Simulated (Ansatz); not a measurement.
Two members of one family (Series GaH2X), computed with Ansatz in the gas phase; def2 core potentials for I, no spin–orbit coupling. The two geometries come from different levels. Binding counts from free atoms in the multiplicity of their measured ground term, without zero-point energy. A dash marks a value that wasn't run or was left out as unsound. The structures are stationary points that may keep the symmetry of their start.

First: GaH2I (singlet, charge 0, PBE-D4/def2-TZVP geometry).

```xyz
4

Ga    0.287   -0.019    0.024
H     1.012   -0.793   -1.130
H     0.911    0.664    1.289
I    -2.210    0.149   -0.183
```

```
              level  HOMO (eV)  LUMO (eV)  gap (eV)  vertical IE (eV)  vertical triplet (eV)  binding per atom (eV)
    PBE-D4/def2-SVP      -6.26      -2.75      3.51                 –                      –                   2.12
   PBE-D4/def2-TZVP      -6.35      -2.78      3.57              9.45                   3.90                   2.12
r2SCAN-D4/def2-TZVP      -6.64      -2.54      4.10              9.57                   3.96                   2.17
  PBE0-D4/def2-TZVP      -7.47      -2.02      5.44              9.63                   4.17                   2.12
 BHLYP-D4/def2-TZVP      -8.41      -1.29      7.12                 –                      –                   2.10
```

Second: GaH2F (singlet, charge 0, PBE0-D4/def2-TZVP geometry).

```
atom   x (Å)   y (Å)   z (Å)
 Ga1  -0.057  -0.030  -0.109
  H2  -1.338  -0.894   0.067
  H3   0.659   0.540  -1.366
  F4   0.736   0.383   1.407
```

What does the change do? Estimate second minus first.


```tsv
level	Δ HOMO (eV)	Δ LUMO (eV)	Δ gap (eV)	Δ vertical IE (eV)	Δ vertical triplet (eV)	Δ binding per atom (eV)
PBE-D4/def2-SVP	-1.11	0.43	1.54	–	–	0.57
PBE-D4/def2-TZVP	-1.19	0.36	1.55	1.72	1.10	0.56
r2SCAN-D4/def2-TZVP	-1.27	0.44	1.72	1.78	1.14	0.54
PBE0-D4/def2-TZVP	-1.50	0.41	1.91	1.91	1.19	0.50
BHLYP-D4/def2-TZVP	-1.88	0.35	2.23	–	–	0.48
```
